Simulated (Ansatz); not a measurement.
One change: `[Cl][Ti]([Cl])([Cl])[Cl]` becomes `[Cl][Ti]([Cl])([Cl])[I]`.

Ansatz, PBE0-D4/def2-TZVP geometries, multiplicity 1. 

Elements past krypton have def2 core potentials. Scalar relativity is left out up to krypton.

```
                                                                                  property  `[Cl][Ti]([Cl])([Cl])[Cl]`
ideal-gas entropy at 298 K and 1 bar (rigid rotor, harmonic PBE0-D4/def2-TZVP) / J/(mol·K)                         353
                                                        HOMO energy (PBE0/def2-TZVPP) / eV                       -9.63
                                                       LUMO energy (B3LYP/def2-TZVPP) / eV                       -3.94
                                            size of the dipole moment (PBE/def2-TZVPP) / D                        0.00
                                                   HOMO–LUMO gap (ωB97M-V/def2-TZVPP) / eV                       10.21
                                                     LUMO energy (ωB97M-V/def2-TZVPP) / eV                       -1.59
```

Give the same properties after the change, and the shifts. (Best estimate.)

Ansatz gave: 
| property | `[Cl][Ti]([Cl])([Cl])[I]` | shift |
| --- | --- | --- |
| ideal-gas entropy at 298 K and 1 bar (rigid rotor, harmonic PBE0-D4/def2-TZVP) / J/(mol·K) | 385 | 32 |
| HOMO energy (PBE0/def2-TZVPP) / eV | -8.38 | 1.25 |
| LUMO energy (B3LYP/def2-TZVPP) / eV | -3.89 | 0.05 |
| size of the dipole moment (PBE/def2-TZVPP) / D | 0.55 | 0.55 |
| HOMO–LUMO gap (ωB97M-V/def2-TZVPP) / eV | 8.76 | -1.45 |
| LUMO energy (ωB97M-V/def2-TZVPP) / eV | -1.65 | -0.06 |

B3LYP here is the variant with VWN-RPA as its local correlation; programs differ in this.

Spin–orbit coupling is left out; it splits and shifts lone-pair levels of the heavy atoms by tenths of an eV.
